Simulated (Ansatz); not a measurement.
Reaction (formal exchange of groups at a B–C bond): `C#CB(O)F` + `CCO[SiH3]` → `OB(F)[SiH3]` + `C#COCC`

Isolated molecules relaxed with PBE0-D4/def2-TZVP in Ansatz; ΔE leaves out vibrations. CCSD(T)/CBS adds triple-zeta CCSD(T) − MP2 to the extrapolated MP2 energy (def2 sets, frozen cores). Functionals use def2-TZVPP. B3LYP here is the variant with VWN-RPA as its local correlation; programs differ in this. Each species was taken in one conformer, which may not be the lowest.

**Question.** Is it downhill or uphill in electronic energy at CCSD(T)/CBS, and by how much? (Best estimate.)

**Answer.** The calculation gave: Uphill: ΔE = +236.7 kJ/mol.

**Question.** What do these levels give: PBE-D4, r2SCAN, B3LYP, HF/def2-TZVPP, SCS-MP2/def2-QZVPP, CCSD/CBS(def2)? (An estimate is asked.)

**Answer.** The calculation gave: PBE-D4 198.1, r2SCAN 220.9, B3LYP 224.0, HF/def2-TZVPP 250.8, SCS-MP2/def2-QZVPP 247.5, CCSD/CBS(def2) 240.4 kJ/mol.

Largest T1 diagnostic among the species: 0.014.

From PBE to PBE0 (25 % exact exchange), in def2-TZVPP and without D4, ΔE moves by +10.8 kJ/mol. In def2-TZVPP, CCSD(T) changes the Hartree–Fock value by −17.5 kJ/mol (the triples alone add −3.7 kJ/mol) and MP2 by −7.2 kJ/mol.
